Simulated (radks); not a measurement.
Species: Au. Configuration: [Xe] 4f14 5d10 6s1. Calculated with a radial shooting solver on a logarithmic mesh with Libxc functionals: Dirac Kohn-Sham, BP86, spin-unpolarised, spherical densities, finite nucleus; Fermi nuclear charge, rms radius 5.4371 fm.

Radial electron density D(r) = 4 pi r^2 rho(r):

| r (bohr) | D(r) (e/bohr) |
|---|---|
| 0.001206 | 14.00 |
| 0.001661 | 22.00 |
| 0.002288 | 33.63 |
| 0.00315 | 49.50 |
| 0.004339 | 69.22 |
| 0.005975 | 90.34 |
| 0.008294 | 107.9 |
| 0.01142 | 114.6 |
| 0.01573 | 108.9 |
| 0.02166 | 101.3 |
| 0.02983 | 110.6 |
| 0.04108 | 136.8 |
| 0.05657 | 145.4 |
| 0.07791 | 122.3 |
| 0.1073 | 120.2 |
| 0.1478 | 137.0 |
| 0.2035 | 99.91 |
| 0.2802 | 75.93 |
| 0.3859 | 89.05 |
| 0.5314 | 57.54 |
| 0.7318 | 27.60 |
| 1.008 | 19.74 |
| 1.399 | 11.42 |
| 1.927 | 4.942 |
| 2.653 | 1.816 |
| 3.654 | 0.5095 |
| 5.032 | 0.08695 |
| 6.929 | 0.007217 |
| 9.543 | 0.0002382 |

D(r) has 4 maxima, at r = 0.0114, 0.0518, 0.144, 0.374 bohr, and minima at 0.0224, 0.0929, 0.265 bohr, inside which lie 2.03, 11.07, 29.96 electrons.
